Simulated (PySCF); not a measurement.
Electron correlation in Sb (antimony, neutral)

[Kr] 4d10 5s2 5p3, high-spin 4S determinant. Computed with PySCF 2.14 in x2c-TZVPall (8s6p4d2f, 60 functions), with the spin-free X2C one-electron Hamiltonian (Gaussian nucleus). Frozen: [Kr] 4d10; 5 electrons correlated.

MP2 pair energies summed by pair of shells (mhartree):

| pair | energy | share (%) |
| --- | --- | --- |
| 5s-5p | -38.18 | 65.0 |
| 5p-5p | -12.64 | 21.5 |
| 5s-5s | -7.91 | 13.5 |

Total MP2 correlation energy: -58.73 mhartree.

Same-spin part -15.75 and opposite-spin part -42.98 mhartree; SCS-MP2 scales them by 1/3 and 6/5 to -56.83 mhartree.
